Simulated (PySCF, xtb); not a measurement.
MoO3, SMILES [O]=[Mo](=[O])=[O], multiplicity 1.

GFN2-xTB run with xtb 6.7.1 at its own geometry gives an orbital gap of 0.30 eV and a dipole moment of 5.26 D.

Geometry: PBE0-D3(BJ)/def2-TZVP. The multiplicity is an assumed one; other spin states were not compared. The isomer is the one that the SMILES or the coordinates give; other isomers of the formula were not compared. The def2 effective core potentials stand for the cores of Mo; spin–orbit coupling is left out.

**Question.** What does r2SCAN/def2-TZVPD run with PySCF give? (Estimate from the structure and the level; the computed values follow.)

**Answer.** gap 2.59 eV (levels -7.82 and -5.23 eV), dipole 4.81 D.
